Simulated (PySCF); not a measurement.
C3H8F3NSi2.
Atom-mapped SMILES: `[F:1][C:2]([F:3])([F:4])[C@@H:5]1[CH2:6][SiH2:7][NH:8][SiH2:9]1`

Geometry (PBE0-D3(BJ)/def2-SVP, Å), atoms numbered from 1 in this order:
```xyz
17
C3H8F3NSi2 angstrom
F     -2.576   -1.484   -0.732
C     -2.119   -0.418   -0.064
F     -2.252   -0.690    1.240
F     -2.943    0.605   -0.341
C     -0.699   -0.079   -0.429
C      0.293   -1.205   -0.093
Si     2.041   -0.483   -0.108
N      1.644    1.152    0.355
Si    -0.052    1.545    0.356
H     -0.707    0.102   -1.517
H      0.102   -1.565    0.933
H      0.171   -2.069   -0.764
H      2.688   -0.572   -1.457
H      2.948   -1.165    0.866
H      2.353    1.844    0.572
H     -0.626    1.775    1.717
H     -0.373    2.734   -0.488
```

NICS is the negative of the GIAO shielding at a point without a nucleus: at the ring centre (0) and 1 Å above and below it (1); zz is the component along the ring normal. Level: GIAO PBE0/pcSseg-1 (PySCF, non-relativistic, gas phase) on the PBE0-D3(BJ)/def2-SVP geometry, one conformer.

Ring bond lengths (Å), with Mayer bond orders in brackets: C5–C6 1.537 (0.99), C6–Si7 1.891 (0.90), Si7–N8 1.745 (0.96), N8–Si9 1.741 (0.97), Si9–C5 1.916 (0.82).

Give the NICS values of each ring in ppm.

| ring | type | NICS(0) | NICS(1), two faces | NICS(1)zz, two faces | rms pucker (Å) | centre to ring atoms, mean (Å) |
| --- | --- | --- | --- | --- | --- | --- |
| C5–C6–Si7–N8–Si9 | 5-membered ring with N and 2 Si; formal bonds all single | -5.9 | -3.1 / -3.3 | -0.1 / -1.3 | 0.17 | 1.49 |

What do they say, and how far can they be read as aromaticity?

- C5–C6–Si7–N8–Si9: mean NICS(1)zz -0.7 ppm, near zero. C5, C6, Si7, Si9 have four or more neighbours, and the NICS criterion for π rings isn't applied.

What are the shieldings of the ring atoms and their hydrogens in the same run (means over atoms taken as equivalent)?

| atoms | environment | σ isotropic (ppm) | principal values of the symmetric part, first atom (ppm) |
| --- | --- | --- | --- |
| C5 | sp3 carbon bound to silicon | 154.7 | 133.3, 148.7, 182.1 |
| C6 | sp3 carbon bound to silicon | 177.4 | 163.6, 174.3, 194.3 |
| Si7 | SiH2 silicon | 367.5 | 319.9, 355.5, 427.1 |
| N8 | nitrogen bridging silicon atoms | 256.8 | 228.7, 236.8, 304.8 |
| Si9 | SiH2 silicon | 371.9 | 334.9, 350.8, 429.9 |
| H10 | methine hydrogen | 29.31 | 25.9, 28.0, 34.0 |
| H11 | methylene hydrogen | 30.01 | 24.9, 29.2, 35.9 |
| H12 | methylene hydrogen | 30.00 | 24.6, 27.8, 37.6 |
| H13 | Si–H hydrogen | 26.32 | 22.8, 23.7, 32.5 |
| H14 | Si–H hydrogen | 26.24 | 23.0, 23.6, 32.2 |
| H15 | N–H hydrogen | 31.54 | 22.1, 27.2, 45.3 |
| H16 | Si–H hydrogen | 26.36 | 22.6, 25.1, 31.4 |
| H17 | Si–H hydrogen | 26.31 | 22.5, 24.5, 31.9 |
